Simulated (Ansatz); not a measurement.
Start from `CC(C)(C)[O][Ga]([Cl])[Cl]` and change one atom or group to get `CCCCOC(C)(C)C`.

Ansatz, PBE0-D4/def2-TZVP geometries, multiplicity 1. Each molecule was computed in one conformer, which needn't be the lowest.

Scalar relativity is left out up to krypton.

```tsv
property	`CC(C)(C)[O][Ga]([Cl])[Cl]`
HOMO–LUMO gap (B3LYP/def2-TZVPP) / eV	6.48
LUMO energy (B3LYP/def2-TZVPP) / eV	-1.66
HOMO energy (ωB97M-V/def2-TZVPP) / eV	-10.75
LUMO energy (PBE/def2-TZVPP) / eV	-2.29
HOMO–LUMO gap (ωB97M-V/def2-TZVPP) / eV	11.33
size of the dipole moment (ωB97M-V/def2-TZVPP) / D	2.27
```

(1) Give the same properties after the change, and the shifts. (An estimate is asked.)

## Answers

(1) Ansatz gave: 
```tsv
property	`CCCCOC(C)(C)C`	shift
HOMO–LUMO gap (B3LYP/def2-TZVPP) / eV	7.70	1.22
LUMO energy (B3LYP/def2-TZVPP) / eV	0.76	2.42
HOMO energy (ωB97M-V/def2-TZVPP) / eV	-9.58	1.17
LUMO energy (PBE/def2-TZVPP) / eV	0.30	2.59
HOMO–LUMO gap (ωB97M-V/def2-TZVPP) / eV	12.05	0.72
size of the dipole moment (ωB97M-V/def2-TZVPP) / D	1.14	-1.13
```

With PBE0 the HOMO rises by 1.22 eV and the LUMO rises by 2.42 eV, so the gap widens by about 1.20 eV. PBE moves the HOMO by 1.29 eV and ωB97M-V by 1.17 eV. Dipoles are sizes alone; their direction can turn.

B3LYP here is the variant with VWN-RPA as its local correlation; programs differ in this.
